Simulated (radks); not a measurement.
Values are calculated unless marked as measured or tabulated.
Problem. The mean radii <r> (bohr) of the occupied orbitals of an atom or ion are listed with their occupations. Code: a radial shooting solver on a logarithmic mesh with Libxc functionals. Model: Dirac Kohn-Sham, BLYP, spin-unpolarised, spherical densities, finite nucleus; Fermi nuclear charge, rms radius of each element as measured or else 0.836 A^(1/3) + 0.57 fm.

orbital  occ.      <r>
1s1/2       2  0.01744
2s1/2       2  0.07297
2p1/2       2  0.06017
2p3/2       4  0.06848
3s1/2       2   0.1899
3p1/2       2   0.1801
3p3/2       4   0.1954
3d3/2       4   0.1705
3d5/2       6   0.1751
4s1/2       2   0.4233
4p1/2       2   0.4266
4p3/2       4   0.4604
4d3/2       4   0.4719
4d5/2       6   0.4832
5s1/2       2   0.9787
5p1/2       2    1.065
4f5/2       6   0.5316
4f7/2       8   0.5393
5p3/2       4    1.165
5d3/2       4    1.685
5d5/2       3    1.767
6s1/2       2    2.920

Name the element and its charge. Open shells, if any, fill j = l - 1/2 first.

Solution. Z = 77, iridium, charge 0: Ir in [Xe] 4f14 5d7 6s2. The 1s radius gives Z: for a bare nucleus <r> = (2 gamma + 1)/(2Z) with gamma = sqrt(1 - (Z/c)^2), 0.01724 bohr for Z = 77, and screening makes it slightly larger (0.01744 here). The occupations add up to 77, and the charge is Z minus that.
